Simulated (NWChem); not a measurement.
# C$_{4}$H$_{7}$F; SMILES FC1CCC1

```xyz
12

F      0.0081     1.8404     0.0000
C      0.4700     0.5385     0.0000
C     -0.0771    -0.4095    -1.0831
C     -0.0870    -1.5220     0.0000
C     -0.0771    -0.4095     1.0831
H      1.5832     0.5691     0.0000
H      0.5121    -0.5568    -2.0097
H     -1.1077    -0.0998    -1.3508
H      0.8541    -2.1077     0.0000
H     -0.9374    -2.2307     0.0000
H     -1.1077    -0.0998     1.3508
H      0.5121    -0.5568     2.0097
```
Atoms are numbered in this order, from 1.

Level: PBE-D3(BJ)/def2-SVP (NWChem), optimised geometry, unscaled harmonic frequencies. 

Question: List the harmonic frequencies with IR intensities, and the thermochemistry.

Answer: 
```
frequency (cm⁻¹)  IR intensity (km/mol)
----------------  ---------------------
164                                 1.0
363                                 2.6
447                                 5.2
588                                 2.2
741                                 3.8
763                                 0.1
891                                 1.6
915                                 0.1
918                                 3.1
966                                13.1
1039                                7.3
1096                               23.3
1130                               63.0
1141                                0.4
1195                                0.6
1197                               10.6
1205                                0.7
1224                               15.2
1258                                2.5
1346                               36.2
1392                                3.9
1408                                3.2
1438                               12.0
2970                               36.2
3000                               35.4
3003                               13.8
3007                               15.3
3061                                4.3
3068                               17.2
3076                               34.0
```

- zero-point energy = 62.9 kcal/mol
- thermal correction to the enthalpy at 298.15 K (with zero-point energy) = 66.5 kcal/mol
- heat capacity Cv = 17.7 cal/(mol K)
- entropy at 298.15 K and 1 atm (symmetry number 1) = 70.4 cal/(mol K)
- dipole moment = 1.57 D

Rigid rotor and harmonic oscillator.
